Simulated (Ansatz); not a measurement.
Stepwise substitution at one centre (Al F-Br). All species are isolated molecules in the gas phase. Strings in code marks are SMILES.

Quantity: vertical ionisation energy (energy after one electron is removed minus that of the parent at the parent's geometry), in eV.

Case: `[F][Al]([F])[Br]`. Geometry of `[F][Al]([F])[Br]` (neutral, multiplicity 1, Å):

```xyz
4

F     -0.9361     1.4332    -0.0051
Al    -0.1389     0.0037    -0.0008
F     -1.0102    -1.3820    -0.0065
Br     2.0852    -0.0549     0.0125
```

**Question.** What vertical ionisation energy (energy after one electron is removed minus that of the parent at the parent's geometry) does frozen-core CCSD(T)/cc-pVTZ // B3LYP-D3(BJ)/def2-TZVP (Ansatz, a quantum-chemistry and plane-wave program) give?

**Answer.** 11.82 eV.
